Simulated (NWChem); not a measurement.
Molecule: SiH₃Cl; SMILES [SiH3]Cl

Computed with NWChem. The geometry was optimised at PBE0/def2-SVP. Level: PBE/def2-SVP with SMD (1 M gas to 1 M solution), gas-phase geometry. Reactions with the solvent are ignored.

```csv
solvent,dielectric constant,solvation free energy (kcal/mol),cavity-dispersion-structure term (kcal/mol),dipole in solution (D)
water,78.4,1.2,2.0,1.57
2-propanol,19.3,-1.8,-1.0,1.55
acetone,20.5,-1.7,-0.9,1.55
1-octanol,9.86,-1.5,-0.8,1.53
ethyl acetate,5.99,-1.6,-0.9,1.51
```
